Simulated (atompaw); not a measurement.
## Scattering properties, PAW (atompaw) potential for tin (Sn)

* Element: tin (Sn)
* Generator: atompaw 4.2.0.5
* Type: PAW
* Functional: PBE
* Relativity: scalar-relativistic
* Frozen core: [Kr] 4d10
* Valence charge: 4
* Reference configuration: 5s1 5p3
* Partial waves: 5s (bound): rc 2.00 bohr; 5s channel at 0.5 Ry: rc 2.00 bohr; 5p (bound): rc 2.20 bohr; 5p channel at 2 Ry: rc 2.20 bohr; 5d channel at 0.3 Ry: rc 2.15 bohr; 5d channel at 2.4 Ry: rc 2.20 bohr
* Local potential: troulliermartins scheme with l = 3 at 0.5 Ry, radius 1.54 bohr
* Core correction: smooth core density matched at 1.70 bohr
* Augmentation charge: sinc compensation charge, radius 2.05 bohr; PAW radius 2.20 bohr; waves and projectors: custom rrkj vanderbiltortho

The phase is arctan(r·u′/u) with u = r·R(r), unwrapped; energies in Ry, scanned from -3 to 5 Ry. A pole is an energy at which the radial function vanishes at the test radius. The pseudo phase is shifted by a multiple of π to meet the all-electron one at the reference energy, and phase errors are pseudo minus all-electron; the curves can meet again beyond the range given. Levels narrower than the energy grid can be missing from the lists of poles.

Problem. For each channel, where are the poles, and over which energies does the pseudopotential scatter like the atom?

Solution.

```tsv
channel	radius (bohr)	reference energy (Ry)	poles, all-electron	poles, pseudo	unbroken range about the reference energy with phases within 0.05 rad	phase error 1 Ry above the reference energy (rad)
s	2.20	-0.84	2.06	2.06	the whole range	-0.000
p	2.20	-0.32	3.71	3.70	the whole range	-0.000
d	2.20	0.30	-1.79	-1.86	above -1.8	-0.000
```

Note: ghost states, extra bound levels that the all-electron valence spectrum of the same l lacks: s at -430.7 eV, p at -147.2 eV, d at -28.5 eV. A true bound ghost makes a file unfit for plane-wave use.

Phases in the p channel:

| E (Ry) | all-electron | pseudo |
| --- | --- | --- |
| -3.00 | 1.262 | 1.261 |
| -2.52 | 1.224 | 1.223 |
| -2.04 | 1.170 | 1.169 |
| -1.56 | 1.090 | 1.089 |
| -1.08 | 0.957 | 0.957 |
| -0.60 | 0.707 | 0.706 |
| -0.12 | 0.190 | 0.190 |
| 0.36 | -0.543 | -0.543 |
| 0.84 | -1.011 | -1.012 |
| 1.32 | -1.239 | -1.240 |
| 1.80 | -1.364 | -1.364 |
| 2.28 | -1.442 | -1.442 |
| 2.76 | -1.496 | -1.496 |
| 3.24 | -1.538 | -1.538 |
| 3.72 | -1.571 | -1.572 |
| 4.20 | -1.600 | -1.602 |
| 4.68 | -1.627 | -1.631 |
